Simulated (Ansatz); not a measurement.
Cost and result up the ladder for Li₉Cl₉ (started as a model of: 2x3x3 LiCl rock-salt block) (18 atoms). Total charge 0; singlet. Geometry: PBE-D4/def2-SVP.

```xyz
18

Li    2.489   -1.989   -0.752
Cl    2.527    0.199   -1.478
Li    1.362    2.079   -2.131
Cl    1.824   -1.786    1.446
Li    1.071    0.499    0.596
Cl    0.531    2.883   -0.136
Li    0.138   -1.381    2.965
Cl   -0.172    0.897    2.789
Li   -0.989    2.687    1.587
Cl    0.817   -3.027   -1.859
Li    0.362   -0.739   -2.477
Cl   -0.403    1.376   -3.351
Li   -0.291   -2.583    0.239
Cl   -0.952   -0.443   -0.530
Li   -1.492    1.753   -1.231
Cl   -1.729   -2.369    2.165
Li   -2.145   -0.091    1.485
Cl   -2.949    2.035    0.673
```

Ansatz on 4 threads of Arm Neoverse V1 on a shared host. Times are rough, and most runs start from the orbitals of an earlier one. r2SCAN0-D4/def2-TZVP serves as the yardstick here, not as an exact answer. Differences are given only for rows in sets of like size (and for xTB, whose basis is part of the method), since another set adds its own error. Binding counts from free atoms at the same level (Li doublet, Cl doublet; other spins of the atoms weren't run), without zero-point energy or a counterpoise term.

B3LYP takes the VWN-RPA correlation. Correlated methods freeze 45 core orbitals; core or outer-core shells of Li are correlated, in sets that lack core-valence functions. The rows differ in basis, and correlated rows in double-zeta sets carry the largest basis error.

Correlated methods converge slowly with the basis, most of all in double-zeta sets.

| level | functions | wall time | binding energy per atom (eV) | difference from r2SCAN0-D4/def2-TZVP (eV) |
| --- | --- | --- | --- | --- |
| HF/STO-3G | 126 | 2.1 s | 3.36 | – |
| HF/6-31G | 198 | 7 s | 2.57 | – |
| PBE-D4/def2-SVP | 243 | 10 s | 3.42 | – |
| MP2/def2-SVP | 243 | 13 s | 3.26 | – |
| PBE0-D4/def2-SVP | 243 | 16 s | 3.40 | – |
| B3LYP-D4/6-31G | 198 | 16 s | 3.19 | – |
| PBE-D4/def2-TZVP | 459 | 17 s | 3.24 | -0.02 |
| BLYP-D4/def2-TZVP | 459 | 23 s | 3.19 | -0.07 |
| r2SCAN-D4/def2-TZVP (with forces) | 459 | 41 s | 3.29 | 0.02 |
| r2SCAN0-D4/def2-TZVP | 459 | 70 s | 3.26 | 0.00 |
| PBE0-D4/def2-TZVP (with forces) | 459 | 81 s | 3.23 | -0.03 |
